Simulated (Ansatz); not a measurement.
Cartesian coordinates (Å):
```xyz
4

N     -0.6315     0.0515     0.0318
C      0.5603    -0.0457    -0.0281
O      1.7171    -0.1401    -0.0863
H     -1.6459     0.1343     0.0825
```
Charge +1, spin multiplicity 2.

The numbers are results of frozen-core CCSD(T)/cc-pVTZ // B3LYP-D3(BJ)/def2-TZVP in Ansatz (an electronic-structure program), not measurements.

The HF energy is -167.44658 Ha and the MP2 correlation energy is -0.50304 Ha.

**Question.** Estimate the CCSD correlation energy, the (T) correction, the total energy and the T1 diagnostic.

**Answer.** 
```
Item                             Value
-----------------------  -------------
CCSD correlation energy    -0.52993 Ha
(T) correction             -0.02495 Ha
CCSD(T) total energy     -168.00146 Ha
T1 diagnostic                    0.036
```
